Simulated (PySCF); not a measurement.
From one molecule to another.

First species: C9H11N.
InChI=1S/C9H11N/c1-4-9(2,3)10-7-5-6-8-10/h1,5-8H,2-3H3

Second species: P₄.
SMILES: `p12p3p1p23`

Levels: B3LYP/def2-SVPD for dipole moment, HOMO energy, LUMO energy, HOMO–LUMO gap, static isotropic polarisability and electronic spatial extent ⟨r²⟩ about the centre of nuclear charge; TDDFT B3LYP/def2-SVPD for lowest singlet excitation; TDA B3LYP/def2-SVPD for lowest triplet excitation (Tamm–Dancoff); ΔSCF B3LYP/def2-SVPD for vertical ionisation energy. Geometries: PBE0-D3(BJ)/def2-SVP. All species are isolated and taken at one optimised geometry, non-relativistic unless stated. Electronic properties by PySCF.

Dipoles, sizes and rotational constants follow the conformer. The torsions of the flexible species, by atom-mapped SMILES:
- `[CH:1]#[C:2][C:3]([CH3:4])([CH3:5])[n:6]1[cH:7][cH:8][cH:9][cH:10]1`: C2–C3–N6–C7 -179°

| property | column X | column Y |
| --- | --- | --- |
| dipole moment | 0.00 D | 2.22 D |
| HOMO energy | -7.36 eV | -5.83 eV |
| LUMO energy | -0.89 eV | 0.27 eV |
| HOMO–LUMO gap | 6.47 eV | 6.10 eV |
| lowest singlet excitation | 5.20 eV | 5.33 eV |
| lowest triplet excitation (Tamm–Dancoff) | 4.59 eV | 4.31 eV |
| static isotropic polarisability | 88.4 au | 109.9 au |
| vertical ionisation energy | 9.58 eV | 7.93 eV |
| electronic spatial extent ⟨r²⟩ about the centre of nuclear charge | 504 bohr² | 1427 bohr² |

Question: Which column belongs to which species?

Answer: Column X is the second species and column Y the first. The first has 21 atoms and 72 electrons, the second 4 and 60.

Question: How does each property change from the first species to the second?

Answer: dipole moment -2.22 D; HOMO energy -1.53 eV; LUMO energy -1.16 eV; HOMO–LUMO gap +0.37 eV; lowest singlet excitation -0.13 eV; lowest triplet excitation (Tamm–Dancoff) +0.28 eV; static isotropic polarisability -21.5 au; vertical ionisation energy +1.65 eV; electronic spatial extent ⟨r²⟩ about the centre of nuclear charge -923 bohr².

On the first: The ΔSCF ionisation energy exceeds −ε(HOMO) by 2.10 eV with B3LYP. The principal polarisabilities are 82.0, 114.3 and 133.3 au; their mean is the isotropic value.

On the second: The ΔSCF ionisation energy exceeds −ε(HOMO) by 2.22 eV with B3LYP. S1 lies 1.27 eV below the HOMO–LUMO gap.
